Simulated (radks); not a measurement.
Values are calculated unless marked as measured or tabulated.
The chlorine ion Cl3+, 14 electrons, occupied as [Ne] 3s2 3p2. Code: a radial shooting solver on a logarithmic mesh with Libxc functionals. Model: Dirac Kohn-Sham, PBE, spin-unpolarised, spherical densities, finite nucleus; open shells fill j = l - 1/2 first; Fermi nuclear charge, rms radius 3.3654 fm.

Unscreened Slater integrals over Kohn-Sham orbitals (eV). Large and small components are both included. Empty in this configuration: 3p3/2.

integral          value
F0(3p1/2,3p1/2)  16.194
F0(3p1/2,3s1/2)  16.824
G1(3p1/2,3s1/2)  11.274
F0(3p1/2,2p3/2)  21.878
G2(3p1/2,2p3/2)  1.6664
F0(3p1/2,2p1/2)  21.893
G0(3p1/2,2p1/2)  1.6604
F0(3p1/2,3p3/2)  16.166
G2(3p1/2,3p3/2)  8.2539
F0(3s1/2,3s1/2)  17.541
F0(3s1/2,2p3/2)  23.201
G1(3s1/2,2p3/2)  1.8573
F0(3s1/2,2p1/2)  23.215
G1(3s1/2,2p1/2)  1.8568
F0(3s1/2,3p3/2)  16.792
G1(3s1/2,3p3/2)  11.248
F0(2p3/2,2p3/2)  61.408
F2(2p3/2,2p3/2)  28.516
F0(2p3/2,2p1/2)  61.586
G2(2p3/2,2p1/2)  28.529
F0(2p3/2,3p3/2)  21.809
F2(2p3/2,3p3/2)  4.0547
G0(2p3/2,3p3/2)  1.6523
G2(2p3/2,3p3/2)  1.6672
F0(2p1/2,2p1/2)  61.767
F0(2p1/2,3p3/2)  21.824
G2(2p1/2,3p3/2)  1.6648
F0(3p3/2,3p3/2)  16.138
F2(3p3/2,3p3/2)  8.2419
